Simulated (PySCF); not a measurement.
## How methods differ on the ionisation energy of Dy⁵⁵⁺

Dy⁵⁵⁺ [Ne] 3s1 [3s1/2^1, M_J = 1/2] → Dy⁵⁶⁺ [Ne], as a difference of total energies. Computed with PySCF 2.14 in an even-tempered Gaussian basis (18 s from 16 bohr⁻², ratio 2.4; 14 p from 21 bohr⁻², ratio 2.4; 4 d from 65 bohr⁻², ratio 2.6; 4 f from 98 bohr⁻², ratio 2.6), with the two-component X2C-1e Hamiltonian. Correlated levels: 1s2 frozen; the 54 highest virtual spinors dropped. "Screened" scales the spin-orbit matrix elements by Boettger's factors to mimic the two-electron term; Breit and QED terms are absent.

| method | ionisation energy (eV) |
| --- | --- |
| GHF (spin-free) | 5415.4 |
| GMP2 (spin-free) | 5416.1 |
| GHF (screened spin-orbit) | 5415.0 |
| GMP2 (screened spin-orbit) | 5415.8 |

Breit and QED terms and the two-electron picture change are absent.

For comparison: 5412 ± 5 eV (theoretical estimate listed by NIST; NIST Atomic Spectra Database, ionization energies).
